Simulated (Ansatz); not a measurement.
C2H7ISi can be A, `[SiH3]CCI`, or B, `CC[SiH2]I`.

Isolated molecules relaxed with PBE0-D4/def2-TZVP in Ansatz; ΔE leaves out vibrations. CCSD(T)/CBS is the MP2 limit (def2-TZVPP, def2-QZVPP) plus CCSD(T) − MP2 in def2-TZVPP, frozen cores. DFT in def2-TZVPP. B3LYP here is the variant with VWN-RPA as its local correlation; programs differ in this. def2 core potentials past Kr. For I outer-core shells are correlated without core-valence functions, which leaves a few kJ/mol of doubt a bond. One conformer a species, not always the lowest.

A:

Z-matrix (Å, degrees):
```
Si
C 1 1.888
H 1 1.488 2 110.1
H 1 1.486 2 109.7 3 120.2
H 1 1.488 2 110.1 3 -119.6
C 2 1.506 1 111.9 3 59.7
H 2 1.094 1 108.2 3 -178.0
H 2 1.094 1 108.3 3 -62.7
I 6 2.159 2 112.9 1 179.9
H 6 1.088 2 112.8 1 -62.2
H 6 1.088 2 112.8 1 62.0
```

B:

```xyz
11

C     1.163    0.275   -0.894
C     0.505   -0.302    0.357
Si   -1.332    0.033    0.408
I    -2.312   -0.918    2.441
H     0.738   -0.152   -1.806
H     1.038    1.360   -0.951
H     2.236    0.069   -0.906
H     0.952    0.118    1.264
H     0.655   -1.385    0.414
H    -1.616    1.490    0.422
H    -2.027   -0.588   -0.748
```

Question: Which is lower in electronic energy at CCSD(T)/CBS, and by how much? (Estimate.)

Answer: The calculation gave: B, by 30.8 kcal/mol.

Question: Give E(B) − E(A) in kcal/mol with CCSD(T)/def2-TZVPP, PBE0-D4, CCSD/def2-TZVPP, HF/def2-TZVPP, ωB97M-V, B2PLYP, B3LYP. (Estimate.)

Answer: The calculation gave: CCSD(T)/def2-TZVPP -29.9, PBE0-D4 -32.0, CCSD/def2-TZVPP -30.5, HF/def2-TZVPP -33.0, ωB97M-V -31.7, B2PLYP -30.6, B3LYP -30.4. None reverses the order clearly.

Largest T1 diagnostic: 0.009.

In def2-TZVPP, CCSD(T) changes the Hartree–Fock value by +3.1 kcal/mol (the triples alone add +0.6 kcal/mol) and MP2 by +1.9 kcal/mol. From PBE to PBE0 (25 % exact exchange), in def2-TZVPP and without D4, E(B) − E(A) moves by −1.6 kcal/mol.
